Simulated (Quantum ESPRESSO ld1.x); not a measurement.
The numbers below are computed, except where a source is named.
All-electron atom: the vanadium ion V2+ in [Ar] 3d3 (the NIST ground configuration).

Code: ld1.x of Quantum ESPRESSO 7.5. Model: Dirac Kohn-Sham, PBE, spin-unpolarised, spherical densities, point nucleus; open shells fill j = l - 1/2 first.

Energy parts (hartree):
total: -948.212
kinetic: 958.429
electron-nucleus: -2245.752
Hartree: 383.907
exchange-correlation: -44.796

Orbitals (lengths in bohr, moments of r in powers of bohr; r(90%) holds 90 % of the orbital's charge):
[
 {"orbital": "1s1/2", "occ.": "2", "eigenvalue (hartree)": "-197.729", "<r^2>": "0.005936", "<1/r>": "22.84", "r(90%)": "0.119"},
 {"orbital": "2s1/2", "occ.": "2", "eigenvalue (hartree)": "-22.7430", "<r^2>": "0.1122", "<1/r>": "4.813", "r(90%)": "0.479"},
 {"orbital": "2p1/2", "occ.": "2", "eigenvalue (hartree)": "-19.2628", "<r^2>": "0.09138", "<1/r>": "4.749", "r(90%)": "0.448"},
 {"orbital": "2p3/2", "occ.": "4", "eigenvalue (hartree)": "-19.0018", "<r^2>": "0.09311", "<1/r>": "4.683", "r(90%)": "0.451"},
 {"orbital": "3s1/2", "occ.": "2", "eigenvalue (hartree)": "-3.18735", "<r^2>": "1.038", "<1/r>": "1.486", "r(90%)": "1.42"},
 {"orbital": "3p1/2", "occ.": "2", "eigenvalue (hartree)": "-2.24539", "<r^2>": "1.200", "<1/r>": "1.361", "r(90%)": "1.56"},
 {"orbital": "3p3/2", "occ.": "4", "eigenvalue (hartree)": "-2.21487", "<r^2>": "1.220", "<1/r>": "1.347", "r(90%)": "1.57"},
 {"orbital": "3d3/2", "occ.": "3", "eigenvalue (hartree)": "-0.78408", "<r^2>": "2.235", "<1/r>": "1.006", "r(90%)": "2.26"},
 {"orbital": "3d5/2", "occ.": "0", "eigenvalue (hartree)": "-0.78147", "<r^2>": "2.248", "<1/r>": "1.003", "r(90%)": "2.27"},
 {"orbital": "4s1/2", "occ.": "0", "eigenvalue (hartree)": "-0.65384", "<r^2>": "8.883", "<1/r>": "0.4675", "r(90%)": "4.10"},
 {"orbital": "4p1/2", "occ.": "0", "eigenvalue (hartree)": "-0.47814", "<r^2>": "12.31", "<1/r>": "0.3945", "r(90%)": "4.84"},
 {"orbital": "4p3/2", "occ.": "0", "eigenvalue (hartree)": "-0.47521", "<r^2>": "12.44", "<1/r>": "0.3921", "r(90%)": "4.86"},
 {"orbital": "4d3/2", "occ.": "0", "eigenvalue (hartree)": "-0.25190", "<r^2>": "27.30", "<1/r>": "0.2792", "r(90%)": "7.26"},
 {"orbital": "4d5/2", "occ.": "0", "eigenvalue (hartree)": "-0.25162", "<r^2>": "27.37", "<1/r>": "0.2790", "r(90%)": "7.27"},
 {"orbital": "4f5/2", "occ.": "0", "eigenvalue (hartree)": "-0.14152", "<r^2>": "60.98", "<1/r>": "0.1575", "r(90%)": "10.9"},
 {"orbital": "4f7/2", "occ.": "0", "eigenvalue (hartree)": "-0.14152", "<r^2>": "60.98", "<1/r>": "0.1575", "r(90%)": "10.9"}
]

The highest occupied level is 3d3/2 at -21.336 eV. For comparison, the ionisation energy in NIST's Atomic Spectra Database is 29.311 eV (measured). In exact Kohn-Sham theory the highest level is minus the ionisation energy, but local and semilocal functionals leave it too shallow, through self-interaction and a potential that decays too fast; potentials with the right tail come closer. Summed over all electrons, <r^2> = 16.85 bohr^2, which gives a Langevin (diamagnetic) susceptibility term of -13.3 x 10^-6 cm^3/mol.

Beside tabulated values, note that spin-unpolarised runs miss the spin-polarisation part of the exchange energy of open shells.
